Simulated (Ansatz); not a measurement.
A search over several starts for the lowest SCF solution of the cluster K2Na2 at the given spin, in a small basis.

```yaml
crystal:
  periodic: [false, false, false]
  atoms:
    - {symbol: Na, position_ang: [0.027653, 2.032242, -2.781719]}
    - {symbol: Na, position_ang: [1.172919, -0.536841, -0.772572]}
    - {symbol: K, position_ang: [0.428048, -2.437274, 2.745852]}
    - {symbol: K, position_ang: [-1.628619, 0.941873, 0.808429]}
basis:
  gaussian: {orbitals: def2-SVP, initial_orbitals: start.molden}
hamiltonian: {xc: pbe0}
output: {orbitals: {seedname: orbitals}}
```

The file start.molden holds the orbitals of an earlier run on this structure, at another level or in another basis.

```sh
$ ansatz run in.yaml --threads 4 --pin off --events-out ev --progress --plain --max-ram 3916MiB
```

It prints (some lines left out):

```
Functional definition: PBE0
726 factors; integrals over basis functions are off by at most 5.5e-4 eV
mean field evaluation 1: about -41456.4352 eV, gradient 3.8e1 eV
mean field evaluation 2: about -41457.6887 eV, gradient 2.3e0 eV
mean field evaluation 4: about -41459.0933 eV, gradient 5.3e0 eV
mean field evaluation 8: about -41459.6580 eV, gradient 8.5e-3 eV
mean field evaluation 16: about -41459.5995 eV, gradient 6.6e-1 eV
mean field evaluation 32: about -41457.8176 eV, gradient 5.1e0 eV
mean field -41459.65799658 eV, -1523.6143290088 hartree, gradient 2.4e-5 eV, S^2 0.000000; 1 other end points of the search recorded, 0 dependent functions left out
reference -41459.65803012 eV, -1523.6143302413 hartree; 30, 30 occupied and 48, 48 virtual orbitals, 726 factors
Total energy: -41459.65803012 eV, -1523.6143302413 hartree
```

Run time 2.3 s (4 threads of Arm Neoverse V2 on a shared host).

The restricted singlet is unstable towards broken spin symmetry at other levels; at PBE0/def2-SVP this wasn't settled. The structure comes from a short search, and lower isomers may exist.
